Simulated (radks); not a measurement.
Values are calculated unless marked as measured or tabulated.
Valence configurations of the rhenium ion Re3+ (all share [Xe]). Level of theory: scalar-relativistic Kohn-Sham, PBEsol, spin-polarised, spherical densities, finite nucleus; open shells are filled with parallel spins first (spin-orbit coupling, left out, can overturn this in heavy ions); Fermi nuclear charge, rms radius 5.3698 fm (a radial shooting solver on a logarithmic mesh with Libxc functionals). Energies are relative to 4f14 5d4; eigenvalues in eV for spin up.

4f14 5d4: E (eV) 0.000; moment (Bohr magnetons) 4; e(4f) -72.327; e(5d) -34.336
4f14 5d3.5 6s0.5: E (eV) 2.151; moment (Bohr magnetons) 4; e(4f) -74.211; e(5d) -35.580; e(6s) -31.085
4f14 5d3 6s1: E (eV) 4.499; moment (Bohr magnetons) 4; e(4f) -76.118; e(5d) -36.816; e(6s) -31.923
4f14 5d3 6p1: E (eV) 13.155; moment (Bohr magnetons) 4; e(4f) -77.556; e(5d) -37.950; e(6p) -24.063
4f13.5 5d4 6s0.5: E (eV) 22.188; moment (Bohr magnetons) 5; e(4f) -79.521; e(5d) -36.659; e(6s) -31.484
4f13.5 5d4 6p0.5: E (eV) 26.503; moment (Bohr magnetons) 5; e(4f) -80.244; e(5d) -37.246; e(6p) -23.258
4f14 5d2 6p2: E (eV) 27.810; moment (Bohr magnetons) 4; e(4f) -82.824; e(5d) -41.436; e(6p) -25.990
4f13 5d3.5 6s1.5: E (eV) 51.857; moment (Bohr magnetons) 5; e(4f) -88.984; e(5d) -40.206; e(6s) -33.226
4f13 5d4 6p1: E (eV) 56.072; moment (Bohr magnetons) 6; e(4f) -88.364; e(5d) -40.189; e(6p) -24.553
4f12.5 5d4 6p1.5: E (eV) 88.821; moment (Bohr magnetons) 7; e(4f) -96.679; e(5d) -43.168; e(6p) -25.780

NIST lists [Xe] 4f14 5d4 as the ground configuration; this level of theory agrees among the configurations tried. The energies are those of spherical high-spin densities, not of single terms.
